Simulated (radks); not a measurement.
Mg11+, configuration 1s1 (the NIST ground configuration).

Calculated with a radial shooting solver on a logarithmic mesh with Libxc functionals: scalar-relativistic Kohn-Sham, exchange-only LDA, spin-polarised, spherical densities, point nucleus; open shells are filled with parallel spins first.

Energy parts (hartree):
| part | energy |
|---|---|
| total | -71.60538 |
| kinetic | 71.88040 |
| electron-nucleus | -144.01745 |
| Hartree | 3.74299 |
| exchange | -3.21132 |

Orbitals (lengths in bohr, moments of r in powers of bohr; <r^-3> diverges for s and p1/2):
orbital  occ.  eigenvalue (hartree)  <r^-3>  <1/r>
1s up       1             -68.93283       -  12.00

The highest occupied level is 1s up at -1875.8 eV. Summed over all electrons, <r^2> = 0.02099 bohr^2, which gives a Langevin (diamagnetic) susceptibility term of -0.0166 x 10^-6 cm^3/mol. For comparison, the ionisation energy in NIST's Atomic Spectra Database is 1962.7 eV (theoretical). In exact Kohn-Sham theory the highest level is minus the ionisation energy, but local and semilocal functionals leave it too shallow, through self-interaction and a potential that decays too fast; potentials with the right tail come closer. Spin moment in Bohr magnetons: 1.
